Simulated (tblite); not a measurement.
Compound: C6H13NOSi.
Bonds: C1–N2 (double), N2–C3, C3–C4 (double), C3–O5, O5–Si6, Si6–C7, C7–C8, C7–C9. Hydrogens: H10, H11 on C1; H12, H13 on C4; H14, H15 on Si6; H16 on C7; H17, H18, H19 on C8; H20, H21, H22 on C9.

Computed with GFN2-xTB (tblite), gas phase: L-BFGS steps from a force-field or distance-geometry start until the largest atomic force falls under 0.01 eV/Å.

Step 55: E = -767.1067 eV
```
atom  x, y, z in Å  |  force x, y, z in eV/Å
C1      3.5717    1.0555    0.2574    0.052   0.028   0.006
N2      2.4963    0.6333   -0.2304    0.051   0.039   0.066
C3      2.0181   -0.6435    0.0183   -0.053   0.033   0.001
C4      2.7721   -1.7405   -0.0553   -0.017  -0.040  -0.006
O5      0.6946   -0.6924    0.2337   -0.073   0.009  -0.025
Si6    -0.2926    0.5625    0.6044   -0.033   0.002   0.022
C7     -2.0455   -0.0744    0.2072    0.084  -0.049  -0.022
C8     -2.0677   -0.9620   -1.0358   -0.009  -0.029  -0.013
C9     -2.9885    1.1136    0.0313    0.074  -0.074   0.062
H10     3.8967    2.0485   -0.0100    0.029   0.056  -0.028
H11     4.2009    0.4856    0.9434    0.029  -0.006   0.016
H12     2.3407   -2.7171    0.0408   -0.045  -0.040   0.012
H13     3.8230   -1.6760   -0.2626    0.007   0.011  -0.014
H14    -0.1352    0.8410    2.0405   -0.003   0.020  -0.039
H15    -0.0052    1.7810   -0.1545    0.030  -0.081  -0.015
H16    -2.4109   -0.6784    1.0474    0.001   0.094  -0.052
H17    -1.4567   -1.8466   -0.8775    0.001  -0.021  -0.009
H18    -1.6768   -0.4350   -1.9035   -0.009   0.052   0.011
H19    -3.0847   -1.2786   -1.2623   -0.033  -0.024   0.001
H20    -4.0202    0.7843   -0.0719   -0.028  -0.022  -0.034
H21    -2.9234    1.7733    0.8906   -0.036   0.056   0.064
H22    -2.7172    1.6853   -0.8529   -0.019  -0.013  -0.004
```

Step 56: E = -767.1094 eV
```
atom  x, y, z in Å  |  force x, y, z in eV/Å
C1      3.5822    1.0474    0.2603    0.045   0.024   0.021
N2      2.4954    0.6381   -0.2130    0.035   0.023  -0.003
C3      2.0173   -0.6419    0.0213   -0.033   0.030   0.066
C4      2.7760   -1.7367   -0.0518   -0.050  -0.008  -0.020
O5      0.6936   -0.6920    0.2366   -0.063   0.020  -0.033
Si6    -0.2942    0.5682    0.5932   -0.004   0.009   0.033
C7     -2.0462   -0.0735    0.2062    0.066  -0.043  -0.049
C8     -2.0716   -0.9615   -1.0358   -0.008  -0.030  -0.043
C9     -2.9953    1.1100    0.0356    0.051  -0.032   0.045
H10     3.9105    2.0411    0.0006    0.020   0.061  -0.023
H11     4.2163    0.4632    0.9284    0.058  -0.010   0.028
H12     2.3511   -2.7161    0.0447   -0.054  -0.034   0.000
H13     3.8261   -1.6669   -0.2631    0.003   0.008  -0.004
H14    -0.1425    0.8618    2.0267    0.007   0.017  -0.033
H15    -0.0052    1.7818   -0.1743    0.024  -0.099  -0.017
H16    -2.4034   -0.6819    1.0455   -0.018   0.095  -0.017
H17    -1.4559   -1.8434   -0.8794   -0.007  -0.021  -0.013
H18    -1.6858   -0.4330   -1.9051   -0.015   0.046   0.006
H19    -3.0890   -1.2816   -1.2583   -0.013  -0.022   0.005
H20    -4.0251    0.7771   -0.0817   -0.003  -0.027  -0.018
H21    -2.9426    1.7633    0.9013   -0.031   0.031   0.063
H22    -2.7221    1.6960   -0.8397   -0.011  -0.042   0.006
```

Step 57: E = -767.1115 eV
```
atom  x, y, z in Å  |  force x, y, z in eV/Å
C1      3.5918    1.0411    0.2629    0.036   0.016   0.029
N2      2.4959    0.6429   -0.1989    0.014   0.003  -0.043
C3      2.0165   -0.6396    0.0239    0.001   0.018   0.104
C4      2.7791   -1.7333   -0.0490   -0.074   0.025  -0.027
O5      0.6920   -0.6910    0.2364   -0.028   0.024  -0.035
Si6    -0.2959    0.5722    0.5844    0.024   0.010   0.031
C7     -2.0457   -0.0739    0.2051    0.024  -0.016  -0.055
C8     -2.0756   -0.9616   -1.0361   -0.005  -0.021  -0.055
C9     -2.9993    1.1066    0.0400    0.005   0.018   0.018
H10     3.9226    2.0362    0.0094    0.012   0.042  -0.010
H11     4.2296    0.4435    0.9156    0.073   0.006   0.027
H12     2.3588   -2.7152    0.0480   -0.053  -0.014  -0.013
H13     3.8294   -1.6585   -0.2618   -0.024   0.002   0.007
H14    -0.1502    0.8782    2.0148    0.020   0.016  -0.016
H15    -0.0047    1.7793   -0.1916    0.020  -0.094  -0.024
H16    -2.3983   -0.6824    1.0444   -0.028   0.070   0.022
H17    -1.4556   -1.8410   -0.8816   -0.013  -0.022  -0.024
H18    -1.6950   -0.4294   -1.9056   -0.021   0.028  -0.003
H19    -3.0937   -1.2848   -1.2537    0.008  -0.018   0.005
H20    -4.0275    0.7706   -0.0918    0.028  -0.028   0.003
H21    -2.9599    1.7554    0.9113   -0.018  -0.010   0.042
H22    -2.7247    1.7040   -0.8280   -0.001  -0.057   0.016
```

Q: Estimate the geometry and energy of step 58. (The exact step hangs on the optimiser's Hessian estimate; all steps are aligned on step 57, rigid shifts and turns removed.)

A: E = -767.1133 eV, largest force 0.104 eV/Å
```
atom  x, y, z in Å  |  force x, y, z in eV/Å
C1      3.5991    1.0369    0.2652    0.028   0.010   0.028
N2      2.4969    0.6464   -0.1891    0.007  -0.013  -0.045
C3      2.0156   -0.6373    0.0274    0.026   0.003   0.101
C4      2.7795   -1.7309   -0.0481   -0.079   0.045  -0.024
O5      0.6901   -0.6895    0.2360    0.008   0.025  -0.027
Si6    -0.2973    0.5756    0.5788    0.036   0.000   0.022
C7     -2.0447   -0.0749    0.2043   -0.021   0.015  -0.038
C8     -2.0774   -0.9615   -1.0372   -0.002  -0.006  -0.044
C9     -3.0018    1.1034    0.0443   -0.033   0.045  -0.009
H10     3.9315    2.0333    0.0156    0.006   0.015   0.001
H11     4.2398    0.4293    0.9066    0.072   0.028   0.020
H12     2.3614   -2.7145    0.0492   -0.046   0.010  -0.024
H13     3.8306   -1.6532   -0.2610   -0.057  -0.006   0.016
H14    -0.1578    0.8923    2.0061    0.033   0.018   0.005
H15    -0.0030    1.7748   -0.2061    0.017  -0.074  -0.033
H16    -2.3952   -0.6817    1.0445   -0.026   0.039   0.042
H17    -1.4547   -1.8391   -0.8832   -0.017  -0.020  -0.040
H18    -1.6992   -0.4241   -1.9047   -0.028   0.003  -0.011
H19    -3.0959   -1.2863   -1.2519    0.025  -0.014   0.002
H20    -4.0289    0.7642   -0.0969    0.052  -0.025   0.024
H21    -2.9715    1.7503    0.9187   -0.005  -0.048   0.013
H22    -2.7274    1.7058   -0.8206    0.006  -0.051   0.024
```

The energy changes by -0.0018 eV. The first-order estimate −F·Δx gives -0.0025 eV and the mean of the old and new forces, exact on a quadratic surface, -0.0018 eV. The step makes an angle of 78° with the force vector and moves no atom by more than 0.020 Å.

The cost below is that of the whole relaxation. On one thread of an Intel Xeon at 2.70 GHz, no GPU, shared host with 64 logical CPUs at a one-minute load of 60, this took 2.5 s.
